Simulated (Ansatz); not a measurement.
The same hydrolysis along the group B, Al, Ga, In.

Calculated with Ansatz (gas phase, PBE0-D4/def2-TZVP geometries, no zero-point term in ΔE). CCSD(T)/CBS is the MP2 limit (def2-TZVPP, def2-QZVPP) plus CCSD(T) − MP2 in def2-TZVPP, frozen cores. This one scheme is used for every species. DFT in def2-TZVPP. B3LYP here is the variant with VWN-RPA as its local correlation; programs differ in this. Elements past krypton have def2 core potentials. For Br, Ga, In outer-core shells are correlated without core-valence functions, which leaves a few kJ/mol of doubt a bond. Scalar relativity is left out up to krypton. One conformer a species, not always the lowest.

| reaction | B3LYP-D4 (kJ/mol) | MP2/CBS(def2) (kJ/mol) | CCSD(T)/CBS(def2) (kJ/mol) |
| --- | --- | --- | --- |
| `ClB(Br)Br` + H₂O → `OB(Br)Br` + HCl | -58 | -46 | -52 |
| `[Cl][Al]([Br])[Br]` + H₂O → `[OH][Al]([Br])[Br]` + HCl | 18 | 26 | 24 |
| `[Cl][Ga]([Br])[Br]` + H₂O → `[OH][Ga]([Br])[Br]` + HCl | 55 | 57 | 55 |
| `[Cl][In]([Br])[Br]` + H₂O → `[OH][In]([Br])[Br]` + HCl | 84 | 86 | 84 |

Largest T1 diagnostic: 0.012, for `[OH][In]([Br])[Br]`.
